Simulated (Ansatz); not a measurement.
Compare A (`C[SiH2]CBr`) with its isomer B (`CC[SiH2]Br`).

Program: Ansatz. Geometries: PBE0-D4/def2-TZVP. ΔE: electronic, gas phase. CCSD(T)/CBS is the MP2 limit (def2-TZVPP, def2-QZVPP) plus CCSD(T) − MP2 in def2-TZVPP, frozen cores. DFT in def2-TZVPP. For Br outer-core shells are correlated without core-valence functions, which leaves a few kJ/mol of doubt a bond. Scalar relativity is left out up to krypton. Each species was taken in one conformer, which may not be the lowest.

**Question.** Which is lower in electronic energy at CCSD(T)/CBS, and by how much? (An estimate is asked.)

**Answer.** Computed: B, by 25.5 kcal/mol.

**Question.** Give E(B) − E(A) in kcal/mol with HF/def2-TZVPP, MP2/def2-TZVPP, BLYP-D4, CCSD/def2-TZVPP, PBE0-D4, PBE-D4, B2PLYP. (Estimate.)

**Answer.** The calculation gave: HF/def2-TZVPP -27.9, MP2/def2-TZVPP -25.6, BLYP-D4 -23.4, CCSD/def2-TZVPP -25.3, PBE0-D4 -25.7, PBE-D4 -24.3, B2PLYP -25.2. None reverses the order clearly.

**Question.** Does the order hold for the free energy at 298.15 K (harmonic terms from PBE0-D4)? (An estimate is asked.)

**Answer.** Computed: Yes: G(B) − G(A) = -24.1 kcal/mol, for one conformer each.

Largest T1 diagnostic: 0.009.

From PBE to PBE0 (25 % exact exchange), in def2-TZVPP and without D4, E(B) − E(A) moves by −1.3 kcal/mol. In def2-TZVPP, CCSD(T) changes the Hartree–Fock value by +3.2 kcal/mol (the triples alone add +0.5 kcal/mol) and MP2 by +2.3 kcal/mol.
